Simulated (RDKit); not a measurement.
Input file for RDKit: MMFF94 on CH2O (SMILES [CH]O).

```python
from rdkit import Chem
from rdkit.Chem import AllChem, rdDetermineBonds

blocks = [
'''4

C     0.62644487    0.54950909   -0.00418751
O    -0.67175031    0.42398797    0.01015716
H     1.06284402   -0.48198043   -0.01520662
H    -1.01753857   -0.49151664    0.00923698
''',
]
mol = None
for b in blocks:
    f = Chem.MolFromXYZBlock(b)
    rdDetermineBonds.DetermineBonds(f, charge=0)
    mol = f if mol is None else Chem.CombineMols(mol, f)
Chem.SanitizeMol(mol)
print(Chem.MolToSmiles(Chem.RemoveHs(mol)))
ff = AllChem.MMFFGetMoleculeForceField(mol, AllChem.MMFFGetMoleculeProperties(mol), nonBondedThresh=100.0, ignoreInterfragInteractions=False)
e = ff.CalcEnergy()
print(f'MMFF94 energy {e:.6f} kcal/mol')
```

Program output:

```
[H]/[C-]=[O+]\[H]
MMFF94 energy 46.567793 kcal/mol
```

The run finished.

Cost: about 0.020 core-seconds (a rough figure).
